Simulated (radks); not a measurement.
The numbers below are computed, except where a source is named.
Question: Ionisation of Pr+, [Xe] 4f3 6s1, to Pr2+, [Xe] 4f3, under several functionals. Scalar-relativistic Kohn-Sham, spin-unpolarised, spherical densities, finite nucleus; a radial shooting solver on a logarithmic mesh with Libxc functionals. The NIST Atomic Spectra Database gives 10.63 eV (semi-empirical). Rank these functionals by the error of their Delta-SCF ionisation energy: exchange-only B88; LDA (Slater exchange, Perdew-Wang correlation); LDA (Slater exchange, Perdew-Zunger correlation); HCTH/407; BLYP; MS2 meta-GGA; OLYP; r2SCAN; PW91.

Answer: From best to worst: PW91 10.660 eV (+0.029); BLYP 10.727 eV (+0.096); OLYP 10.500 eV (-0.131); LDA (Slater exchange, Perdew-Wang correlation) 10.822 eV (+0.191); LDA (Slater exchange, Perdew-Zunger correlation) 10.827 eV (+0.196); HCTH/407 10.835 eV (+0.204); MS2 meta-GGA 10.352 eV (-0.279); r2SCAN 10.110 eV (-0.521); exchange-only B88 10.099 eV (-0.532). Spin polarisation and multiplet splitting are left out, so open shells lie too high by an amount that depends on their filling. Spin-orbit splitting is averaged out at the scalar-relativistic level.

Beside tabulated values, note that spin-unpolarised runs miss the spin-polarisation part of the exchange energy of open shells.
